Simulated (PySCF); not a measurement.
Ligand exchange on a metal centre used in film growth or etching (Zn NH2-SH). Isolated molecules, 0 K electronic values unless said otherwise. One relaxed conformer stands for each flexible species; it need not be the lowest.

The LUMO from two functionals at the same geometries (TPSS-D3(BJ)/def2-SVP), both in PySCF: PBE-D3(BJ)/def2-TZVP and B3LYP-D3(BJ)/def2-TZVP. B3LYP has the VWN-RPA correlation part, as in Gaussian. 

```csv
species,PBE-D3(BJ)/def2-TZVP (eV),B3LYP-D3(BJ)/def2-TZVP (eV)
0 of 2 NH2 replaced by SH,-1.21,-0.75
1 of 2 NH2 replaced by SH,-1.57,-1.07
2 of 2 NH2 replaced by SH,-1.90,-1.36
```

Over these rows, drawn at random from the members with no instability flagged (it was tested for open shells, ions and some series alone), PBE minus B3LYP-D3(BJ): mean -0.50 eV, from -0.54 eV to -0.46 eV.
